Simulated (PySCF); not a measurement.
PySCF input for Ga(H)(Cl)(OMe) (CH4ClGaO), SMILES C[O][GaH][Cl], PBE/pcSseg-1. Geometry: PBE0-D3(BJ)/def2-SVP. The structure was generated by enumeration; whether it is a known compound was not checked. Other conformers were not sampled.

```python
import numpy as np
from pyscf import gto, scf, dft
from pyscf.prop.nmr import rks as nmr

mol = gto.M(
    atom='''
    Ga   -0.46577190   -0.05633548   -0.00000000
    H    -2.00548771    0.13769257    0.00000000
    Cl    0.47229964   -1.97583782    0.00000000
    O     0.69266584    1.28336021   -0.00000000
    C     0.34765966    2.63847136   -0.00000000
    H     0.76652872    3.13966211   -0.89037677
    H     0.76652872    3.13966211    0.89037678
    H    -0.74501931    2.82091604    0.00000000
    ''',
    basis='pcSseg-1',
    charge=0,
    spin=0,
    max_memory=1600,
    verbose=3,
)
mf = dft.RKS(mol, xc='pbe')
mf.grids.level = 3
mf.conv_tol = 1e-10
mf.max_cycle = 100
mf.kernel()
n = nmr.NMR(mf)
n.verbose = 2
n.max_cycle_cphf = 60
sigma = n.kernel()
print('atom   isotropic/ppm   span/ppm')
for i, s in enumerate(sigma):
    w = np.linalg.eigvalsh((s + s.T) / 2)
    print(f'{mol.atom_symbol(i):2s}{i + 1:3d} {w.mean():14.3f} {w[2] - w[0]:11.3f}')
```

Output:

```
converged SCF energy = -2500.01710212992
atom   isotropic/ppm   span/ppm
Ga  1       1323.683     275.803
H   2         25.139      17.891
Cl  3        853.093     371.205
O   4        185.696     352.689
C   5        120.293      90.538
H   6         26.967      10.789
H   7         26.967      10.789
H   8         26.932      10.206
```

The calculation finished and met its thresholds.
